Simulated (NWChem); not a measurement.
System: AlI$_{2}$F; SMILES [F][Al]([I])[I]

The following NWChem deck was run.

```
start job
memory heap 200 mb stack 900 mb global 1100 mb
geometry units angstroms noautoz
  Al     0.000000     0.000000    -0.851514
  F      0.000000     0.000000    -2.524248
  I      2.158556     0.000000     0.325408
  I     -2.158556     0.000000     0.325408
end
basis spherical
  * library def2-svp
end
ecp
  I library def2-ecp
end
dft
  xc slater vwn_5
  iterations 150
  mulliken
end
task dft energy
```

Coordinates come from a PBE-D3(BJ)/def2-SVP optimisation. def2 effective core potentials on I; no spin-orbit coupling.

Task: Give the results of this calculation. (LDA (Slater exchange, VWN5)/def2-SVP with def2 effective core potentials on I.) Quantities: energy (Ha); highest occupied level (eV); orbital gap (eV); dipole (D).

Result: 
```json
{
  "energy (Ha)": "-935.22",
  "highest occupied level (eV)": "-6.98",
  "orbital gap (eV)": "4.11",
  "dipole (D)": "0.93"
}
```
